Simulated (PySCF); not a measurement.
Sb(Cl)(SiH3)2 (ClH₆SbSi₂), SMILES [Cl][Sb]([SiH3])[SiH3]. Atoms are numbered in the order given.

```xyz
10

Sb     0.7366    -0.1200     0.0000
Cl    -0.8876    -1.9348     0.0000
Si    -0.6179     1.1071     1.8576
H     -0.4927     0.3219     3.1175
H     -0.0481     2.4721     2.0688
H     -2.0492     1.2143     1.4626
Si    -0.6179     1.1071    -1.8576
H     -0.4927     0.3219    -3.1175
H     -2.0492     1.2143    -1.4626
H     -0.0481     2.4721    -2.0688
```

Geometry optimised at B3LYP-D3(BJ)/def2-SVP. The def2 effective core potentials stand for the cores of Sb; spin–orbit coupling is left out.

Computed with PBE0/def2-TZVP in PySCF.

Symmetry labels are those of the subgroup Cs that the program uses (full group Cs).

Computed valence orbital energies around the gap with their symmetry:
```
orbital  symmetry  energy (eV)
-------  --------  -----------
HOMO−7         A'       -10.40
HOMO−6         A"       -10.19
HOMO−5         A"        -9.96
HOMO−4         A'        -9.72
HOMO−3         A"        -9.22
HOMO−2         A'        -9.07
HOMO−1         A"        -7.73
HOMO           A'        -7.22
LUMO           A'        -2.15
LUMO+1         A"        -0.88
LUMO+2         A'        -0.58
LUMO+3         A'         0.07
```
